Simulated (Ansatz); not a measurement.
Geometry optimisation, RHF/def2-SVP in Ansatz.

Input:

```yaml
crystal:
  periodic: [false, false, false]
  atoms:
    - { symbol: "N", position_ang: [-0.199, -1.0809, -1.7945] }
    - { symbol: Ga, position_ang: [-1.0287, -0.6884, 0.3609] }
    - { symbol: C, position_ang: [-0.3003, -0.74, 1.2339] }
    - { symbol: F, position_ang: [-0.7008, 0.0128, 2.2919] }
    - { symbol: O, position_ang: [-0.8331, 1.3756, -0.8235] }
    - { symbol: P, position_ang: [0.4786, 2.5162, -0.6166] }
    - { symbol: H, position_ang: [-0.5201, -2.0201, -1.6341] }
    - { symbol: H, position_ang: [0.8353, -1.0143, -1.7911] }
    - { symbol: H, position_ang: [-0.4221, -1.804, 1.4902] }
    - { symbol: H, position_ang: [0.8205, -0.5384, 1.1659] }
    - { symbol: H, position_ang: [0.4299, 2.4478, 0.8571] }
    - { symbol: H, position_ang: [1.5168, 1.4785, -0.7062] }
basis:
  gaussian: { orbitals: def2-SVP }
hamiltonian:
  xc: hf
relax:
  f_tol: 0.015
  max_steps: 40
```

Launched with:

```bash
$ ansatz run input.yaml --threads 2 --pin off --max-ram 3072MiB --backend cpu --events-out ev --progress --plain --runs-dir out
```

Problem. Where does it end, and by what steps?

Solution. It converged. After 21 steps the energy has fallen by 32.073 eV; H8 moved furthest, 1.50 Å. The start is strongly strained (largest force component 91 eV/Å), so its close contacts needn't be bonds. Parted: Ga2–H9 (1.70 → 2.61 Å).

| step | energy less start (eV) | largest force component (eV/Å) | accepted |
| --- | --- | --- | --- |
| 0 | 0.0000 | 91.478 | yes |
| 1 | -19.9418 | 33.041 | yes |
| 2 | -26.2661 | 16.538 | yes |
| 3 | -29.4080 | 6.664 | yes |
| 4 | -30.7102 | 1.217 | yes |
| 5 | -31.2768 | 0.590 | yes |
| 6 | -31.4574 | 1.017 | yes |
| 7 | -31.6188 | 0.590 | yes |
| 8 | -31.7498 | 0.636 | yes |
| 9 | -31.8446 | 0.964 | yes |
| 10 | -31.9548 | 0.465 | yes |
| 11 | -32.0241 | 0.256 | yes |
| 12 | -32.0597 | 0.191 | yes |
| 13 | -32.0683 | 0.089 | yes |
| 14 | -32.0694 | 0.062 | yes |
| 15 | -32.0703 | 0.139 | yes |
| 16 | -32.0704 | 0.268 | yes |
| 17 | -32.0709 | 0.181 | yes |
| 18 | -32.0722 | 0.078 | yes |
| 19 | -32.0723 | 0.073 | yes |
| 20 | -32.0725 | 0.025 | yes |
| 21 | -32.0726 | 0.014 | yes |

```xyz
12
Properties=species:S:1:pos:R:3
N -0.306 -1.610 -1.750
Ga -0.182 -0.422 -0.396
C -0.175 -0.907 1.540
F -0.677 0.129 2.291
O -0.034 1.270 -0.918
P 0.260 2.807 -0.477
H -0.439 -2.596 -1.647
H -0.297 -1.341 -2.714
H -0.778 -1.795 1.738
H 0.835 -1.122 1.894
H 0.188 2.718 0.939
H 1.682 2.815 -0.466
```

Whether the end is a true minimum wasn't checked by a vibrational analysis.

Run time: 73 s on 2 threads of Arm Neoverse V2, with other jobs on the host, peak memory 0.36 GiB.
